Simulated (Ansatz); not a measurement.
Stretching the Ga1–H2 bond in GaH3Se (SMILES [GaH2][SeH]) (multiplicity 1 held, fragments rigid). Energies count from the point at 1.561 Å.
Geometry at that point (charge 0, multiplicity 1):
| atom | x (Å) | y (Å) | z (Å) |
|---|---|---|---|
| Ga | 0.2749 | 0.0112 | -1.1530 |
| H | -0.8038 | -0.5760 | -2.1169 |
| H | 1.6617 | 0.6037 | -1.5559 |
| Se | -0.3040 | -0.0284 | 1.1136 |
| H | 0.9571 | 0.5901 | 1.5522 |

Restricted levels (R-, RO-) in cc, def2 and unpolarised 6-31G sets keep to the state of the molecule at rest. Active spaces are followed from a long bond inwards. Curves can end on different states.

Frozen-core correlation. Filled d and f shells under p-block atoms count as core.

Run with Ansatz (an electronic-structure program). Each number belongs to the level named beside it.

Q: Estimate the energy at R = 4.996 Å that FIC-MRCISD+Q on CASSCF(2,2)/cc-pVDZ returns for this input.

A: 3.48 eV

Q: Give the energy at R = 4.996 Å at the level R-MP2/cc-pVDZ.

A: 4.80 eV

Doubts at one or more of the structures used: a restricted determinant that unrestricted orbitals would lower (R-MP2/cc-pVDZ).
